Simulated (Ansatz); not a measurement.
`CCC#N` + `COC(C)C` → `COC(C)(C)C#N` + `CC` at 500 K and 1 bar (formal exchange of groups at a C–C bond).

Isolated molecules relaxed with PBE0-D4/def2-TZVP in Ansatz; ΔE leaves out vibrations. CCSD(T)/CBS adds triple-zeta CCSD(T) − MP2 to the extrapolated MP2 energy (def2 sets, frozen cores). This one scheme is used for every species. One conformer a species, not always the lowest.

| species | CCSD(T)/CBS energy (Eh) | H − E (kJ/mol) | S (J/(mol·K)) |
| --- | --- | --- | --- |
| `CCC#N` | -171.85534 | 227.8 | 328.5 |
| `COC(C)C` | -233.39375 | 405.1 | 400.1 |
| `COC(C)(C)C#N` | -325.52841 | 411.3 | 448.6 |
| `CC` | -79.71954 | 220.5 | 259.9 |

H − E and S are ideal-gas, rigid-rotor, harmonic terms from PBE0-D4/def2-TZVP, for one conformer and one mirror image of each species. 1 Eh = 2625.50 kJ/mol, R = 8.31446 J/(mol·K).

Question: By hand: ΔE, ΔH, ΔS and ΔG.

Answer: ΔE = (-325.52841) + (-79.71954) − (-171.85534) − (-233.39375) = 0.00114 Eh = 3.0 kJ/mol. Δ(H − E) = 411.3 + 220.5 − 227.8 − 405.1 = -1.1, so ΔH = 1.9 kJ/mol. ΔS = 448.6 + 259.9 − 328.5 − 400.1 = -20.1 J/(mol·K). ΔG = 1.9 − 500 × (-20.1)/1000 = 12.0 kJ/mol.

Question: By hand: the equilibrium constant, and the temperature at which ΔG would vanish if ΔH and ΔS stayed fixed.

Answer: log₁₀ K = −ΔG/(RT ln 10) = -1.3. ΔH and −TΔS have one sign here, so there is no such temperature. One of them is within its doubt of zero, so this could turn.

TΔS isn't small against ΔH here. A doubt of 5 kJ/mol in ΔE shifts log₁₀ K by 0.5 here. Other conformers and mirror images would add mixing entropy, several J/(mol·K) or more a flexible species. These are equilibria of isolated gas molecules and say nothing of rates. Largest T1 diagnostic: 0.012 (customary marks: 0.02 for closed shells, 0.045 for open ones).
